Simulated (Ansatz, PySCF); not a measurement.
Caution: the highest occupied level lies above zero, so the state may not be bound. Caution: the restricted solution is unstable towards spin-unrestricted or complex orbitals, so a lower solution exists and this singlet may not be the ground state. This singlet lies 0.69 eV below the relaxed triplet at the level composite: frozen-core CCSD(T) with HF/aug-cc-pVQZ and the correlation energy extrapolated as X^-3 from aug-cc-pVTZ and aug-cc-pVQZ, plus CCSDT(Q) minus CCSD(T) in aug-cc-pVDZ // PBE0-D3(BJ)/def2-TZVPD (Ansatz, a first-principles code).

## HBF, SMILES `[BH-]F` (lower singlet) (charge -1, multiplicity 1)

Computed with PySCF with PBE0-D3(BJ)/def2-TZVPD.

```
Quantity                              Value
------------  -----------------------------
HOMO                                1.45 eV
total energy                   -125.1743 Ha
cost          around 4 core-seconds (rough)
```

Bond lengths (Å): B1–F2 1.382, B1–H3 1.276. Angles (°): F2–B1–H3 103.8.
Charge -1, spin multiplicity 1.
